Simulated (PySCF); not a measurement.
Species: C7H15 (doublet state).
Cartesian coordinates in Å at the GFN2-xTB level; atoms count from 1:
```xyz
22
C7H15 angstrom
C     -2.128   -1.691   -0.006
C     -1.306   -0.607    0.569
C     -0.779    0.526   -0.227
C     -1.530    1.827    0.115
C      0.726    0.730    0.030
C      1.546   -0.487   -0.388
C      3.033   -0.291   -0.116
H     -2.003   -1.748   -1.086
H     -1.868   -2.657    0.432
H     -3.196   -1.539    0.198
H     -1.186   -0.570    1.640
H     -0.925    0.317   -1.293
H     -2.592    1.715   -0.086
H     -1.401    2.069    1.168
H     -1.148    2.653   -0.481
H      0.882    0.923    1.094
H      1.070    1.607   -0.524
H      1.395   -0.675   -1.454
H      1.182   -1.362    0.156
H      3.598   -1.170   -0.418
H      3.207   -0.118    0.943
H      3.412    0.566   -0.669
```

The hyperfine couplings belong to this conformer and change with its torsions.

As a line formula: `C[CH][C@@H](C)CCC` [radical].

Method used: UKS B3LYP, pcH-1 on C H, non-relativistic, mean-field spin-orbit, GIAO in PySCF. Geometry: GFN2-xTB, one conformer, isolated molecule. A GFN2-xTB geometry isn't a minimum of the functional, and hyperfine couplings can be far from their values at a DFT geometry. No stability test was run, so a lower SCF solution isn't excluded.

(1) Break the g tensor into its mass correction, gauge correction and orbital-Zeeman/spin–orbit terms.

(2) At 93.866 GHz, how far is the centre of the isotropic spectrum from where a free electron (g = 2.002319) resonates?

(3) What are the electron Larmor frequencies g μB B/h along the three axes at 350 mT?

(4) What effective moment and Curie constant follow for a powder?

(5) In a frozen sample, at which fields do the three g values resonate at 9.5, 34, 94 and 263 GHz (hyperfine left aside), and which band first spreads them over more than twice a line width of 0.3 mT?

Answers

(1) 
```csv
Δg (ppm),1,2,3
relativistic mass correction,-148,-148,-148
gauge correction,3,40,33
orbital Zeeman/spin–orbit,-35,477,735
total,-180,369,620
```

So g = 2.00214, 2.00269, 2.00294 and g_iso = 2.00259; the tensor is rhombic: the two nearest values differ by 31 % of g3 − g1. Axes: g3 points within 6° of the C2–H11 bond.

(2) B = hν/(g μB) with μB/h = 13.99624 MHz/mT gives 3349.37 mT for the free electron and 3348.92 mT at g_iso, 0.45 mT lower.

(3) 9.8079, 9.8105, 9.8118 GHz for g1, g2 and g3, a range of 3.9 MHz.

(4) With the mean of g² = 4.0104 and S(S+1) = 0.75: μ_eff = √(⟨g²⟩S(S+1)) = 1.734 μB and χT = 0.12505·⟨g²⟩·S(S+1) = 0.376 cm³ K/mol (cgs; spin-Hamiltonian part alone).

(5) 
```
band    GHz  B(g3) mT  B(g2) mT  B(g1) mT  spread mT
   X    9.5    338.88    338.92    339.01       0.14
   Q   34.0   1212.83   1212.98   1213.31       0.48
   W   94.0   3353.12   3353.54   3354.45       1.34
   J  263.0   9381.59   9382.76   9385.34       3.75
```

The spread grows in proportion to the frequency. W band is the first where it exceeds 0.6 mT.

The largest Mulliken spin populations are on C2 (+1.03), C1 (-0.09), C3 (-0.08) and H10 (+0.06). C2 is the only atom above +0.15. The positive populations add up to 1.22 and the negative ones to -0.22, together 2S = 1. The angles at C2 add up to 359.5°, so it is planar; its axial dipolar tensor and the negative coupling of its proton fit spin in a p orbital normal to that plane.

The HOMO–LUMO gaps are 6.26 eV among the α and 7.43 eV among the β orbitals.
